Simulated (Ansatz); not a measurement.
`N[SiH2][NH][AlH][F]` + PH₃ → `[F][AlH][PH2]` + `N[SiH2]N`  (ligand exchange at the Al–N bond)

Computed with Ansatz on PBE0-D4/def2-TZVP structures; ΔE is electronic, products minus reactants. CBS: MP2 limit from def2 TZ/QZ plus the TZ coupled-cluster correction, frozen cores. This one scheme is used for every species. One conformer a species, not always the lowest.

```csv
species,HF/def2-QZVPP energy (Eh)
`N[SiH2][NH][AlH][F]`,-743.00794
PH₃,-342.49389
`[F][AlH][PH2]`,-684.01067
`N[SiH2]N`,-401.46603
```

Work out ΔE.

ΔE = (-684.01067) + (-401.46603) − (-743.00794) − (-342.49389) = 0.02513 Eh = +66.0 kJ/mol. CCSD(T)/CBS gives +57.3 kJ/mol.

Largest T1 diagnostic among the species: 0.014.

The D4 term adds +3.2 kJ/mol with B3LYP and +1.9 kJ/mol with PBE0; it sums over pairs of atoms, weighted by their polarisabilities, and B3LYP, whose exchange is more repulsive, gets the larger term.

B3LYP here is the variant with VWN-RPA as its local correlation; programs differ in this.
